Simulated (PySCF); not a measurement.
A PySCF script (with the pyscf-properties extension) for the NMR shieldings of C$_{6}$H$_{11}$AlN$_{2}$Si, on a GFN2-xTB geometry:

```python
import basis_set_exchange as bse
import numpy as np
from pyscf import gto, dft
from pyscf.prop import nmr

atoms = """
C    -4.685919    0.577320    1.160800
C    -3.656843    0.116543    0.255019
C    -2.829764   -0.280816   -0.516057
C    -1.768248   -0.717915   -1.404985
N    -0.497324   -0.676612   -0.713763
C     0.473252    0.091356   -1.030883
Al    0.920375   -1.068869    0.601615
N     2.698456   -0.236747    0.636167
C     3.690774    0.306538    0.414360
Si    5.287059    1.210802    0.047185
H    -4.303345    0.574484    2.180828
H    -5.554381   -0.078796    1.106825
H    -4.989522    1.590761    0.898723
H    -1.957816   -1.755784   -1.704544
H    -1.746803   -0.076609   -2.302308
H     0.346138    0.765090   -1.896169
H     1.314185   -2.558614    0.351786
H     0.362159   -0.662537    1.996334
H     4.991961    2.189626   -0.995988
H     5.674161    1.836020    1.308777
H     6.222527    0.181109   -0.394195
"""
names = dict.fromkeys(["C", "N", "Al", "Si", "H"], "pcSseg-1")
basis = {el: gto.basis.parse(bse.get_basis(n, elements=[el], fmt="nwchem")) for el, n in names.items()}
mol = gto.M(atom=atoms, basis=basis, charge=0, verbose=0)
mf = dft.RKS(mol, xc="PBE0")
mf.grids.level = 2
mf.grids.alignment = dft.numint.BLKSIZE   # the property module wants whole blocks of grid points
mf.conv_tol = 1e-9
mf.kernel()

calc = nmr.RKS(mf)   # GIAO
C = mf.mo_coeff
Co = C[:, mf.mo_occ > 0]
resp = mf.gen_response(singlet=True, hermi=2)
def vind(x):   # induced exchange potential for any number of trial vectors
    d = np.einsum("pi,xij,qj->xpq", C, 2 * x.reshape(-1, C.shape[1], Co.shape[1]), Co, optimize=True)
    return np.einsum("xpq,pi,qj->xij", resp(d - d.transpose(0, 2, 1)), C, Co, optimize=True).ravel()
mo1, _ = nmr.rhf.solve_mo1(calc, with_cphf=vind)
sigma = calc.kernel(mo1)
for i, s in enumerate(sigma):   # ppm
    print("%2d %-2s %9.2f" % (i, mol.atom_pure_symbol(i), np.trace(s) / 3))
```

Q: What are the results?

A: 
```
 0 C     182.04
 1 C      97.77
 2 C     105.50
 3 C     126.82
 4 N    -106.28
 5 C     -68.97
 6 Al    523.52
 7 N     -36.94
 8 C      54.77
 9 Si    444.93
10 H      29.63
11 H      29.70
12 H      29.78
13 H      26.75
14 H      28.26
15 H      20.54
16 H      27.97
17 H      28.00
18 H      27.24
19 H      27.34
20 H      27.34
```

These numbers come from an equivalent density-fitted implementation of the same equations, which agrees with the script to about 0.01 ppm for H and up to a few tenths of a ppm for heavy atoms, so last digits may differ.

Size and cost of the density-fitted run: 239 basis functions, 120 s wall time on 1 thread of an Arm Neoverse N1, shared host; peak memory 1.1 GiB.
